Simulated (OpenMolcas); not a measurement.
**Ne3+: from CASSCF to CASPT2**

```yaml
Program: OpenMolcas 26.06
Basis: ANO-RCC-VDZP [3s2p1d]
Scalar_Hamiltonian: DKH2, point nucleus
Active_space: 5 electrons in 4 orbitals (2s 2p)
State_averaging: 2S+1 = 4 odd, 1 root; 2S+1 = 2 odd, 8 roots; 2S+1 = 4 even, 3 roots; 2S+1 = 2 even, 6 roots
Spin-orbit_coupling: RASSI with atomic mean-field integrals over the reference wave functions, term energies averaged over their components
```

Methods on the same reference wave functions:
A. CASSCF
B. SS-CASPT2, IPEA 0.25 Eh, imaginary shift 0.1 Eh (closed shells correlated: 1s)

Energies in cm⁻¹ above 2s² 2p³ ⁴S°_3/2, the measured ground level; measured values from Moore, Atomic Energy Levels, vol. I, NSRDS-NBS 35 (1971 reprint of NBS Circular 467, 1949).

```
          Level       A       B  Measured
2s² 2p³ ⁴S°_3/2     0.0     0.0       0.0
2s² 2p³ ²D°_3/2   44913   44090          
2s² 2p³ ²D°_5/2   44947   44120          
2s² 2p³ ²P°_1/2   62599   65160          
2s² 2p³ ²P°_3/2   62613   65170          
  2s 2p⁴ ⁴P_5/2  185070  186190    183860
  2s 2p⁴ ⁴P_3/2  185654  186780    184477
  2s 2p⁴ ⁴P_1/2  185997  187120    184799
  2s 2p⁴ ²D_3/2  266245  259690          
  2s 2p⁴ ²D_5/2  266248  259690
```

Deviations, from unrounded energies. A percentage is the sum of absolute deviations over the sum of measured energies, with the sign that they share, or ± where signs differ.

```tsv
Against measurement	Levels	A	B
mean absolute deviation (cm-1)	3	1200	2300
other configurations (%)	3	+0.6	+1.3
```

A lies closest to measurement on these levels. The largest miss of A in the table is 2s 2p⁴ ⁴P_5/2, by +1200 cm-1. The ranking rests on the paired levels alone, and a cruder setting can come out closer through cancelling errors.

From A to B the spin-free energies of the other terms of 2s² 2p³ shown, above ⁴S°, scale by factors of 0.98 to 1.04.

The lowest spin-free term lies below A's lowest term by 0.087 hartree in B.

CASPT2 breaks the degeneracy within a term, and the mean is taken; among the terms shown or strongly mixed into the levels shown the widest spread is 120 cm-1 (2s 2p⁴ ²D, B). The basis is small and was not contracted for so high a charge. Computed and measured levels are paired by configuration, term and J; levels that our copy of the source lacks, or whose pairing is in doubt (as where it misses far off the trend of its configuration), stay unpaired and out of the deviations. Only configurations of the active space appear. Levels that lie high or do not pair safely by name in every column are left out.

° marks odd parity.
